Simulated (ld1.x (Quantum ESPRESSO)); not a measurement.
lead (Pb), TM: configuration errors across variants

- Element: Pb
- Generator: ld1.x (Quantum ESPRESSO) 7.5
- Type: norm-conserving Troullier–Martins (Kleinman–Bylander form)
- Functional: PBEsol
- Relativity: scalar-relativistic
- Frozen core: [Xe] 4f14
- Valence charge: 14
- Reference configuration: 5d10 6s2 6p2
- Partial waves: 6s (bound): rc 1.45 bohr; 6p (bound): rc 2.65 bohr; 5f channel at 0.25 Ry: rc 2.85 bohr; 5d (bound): rc 1.60 bohr
- Local potential: the d channel
- Core correction: Bessel-smoothed model core inside 0.70 bohr

All-electron excitation energies from the reference (eV): (1) 5d10 6s2 6p1 6.598; (2) 5d10 6s2 6p0 20.045; (3) 5d10 6s1 6p0 52.524; (4) 5d10 6s0 6p4 17.906; (5) 5d10 6s0 6p0 95.241; (6) 5d10 6s2 6p2.3 -0.804; (7) 5d10 6s2 6p1.5 2.503.

4 further variants failed, have other tests or another functional or relativity, and are left out.

A true bound ghost makes a file unfit for plane-wave use even where its test errors are small: the radial tests pick states by their node count and pass the ghost by.

Errors AE − PS in meV (a dash: test not solved or not reliable):

| change | (1) | (2) | (3) | (4) | (5) | (6) | (7) | bound ghosts |
| --- | --- | --- | --- | --- | --- | --- | --- | --- |
| base | -5.7 | -24 | -48 | -74 | -99 | +0.3 | -1.6 | f, s, p |
| core correction Bessel-smoothed model core inside 0.94 bohr | -5.7 | -24 | -47 | -72 | -96 | +0.3 | -1.6 | f, s, p |
| wave 5f channel at 0.25 Ry: rc 2.85 bohr becomes 5f channel at 1.32 Ry: rc 2.85 bohr | -5.7 | -24 | -48 | -74 | -99 | +0.3 | -1.6 | f, s, p |

Question: Give the same row for: local potential the s channel.

Answer: -4.1, -20, -9.7, -65, -107, +0.4, -1.2; bound ghosts: none.
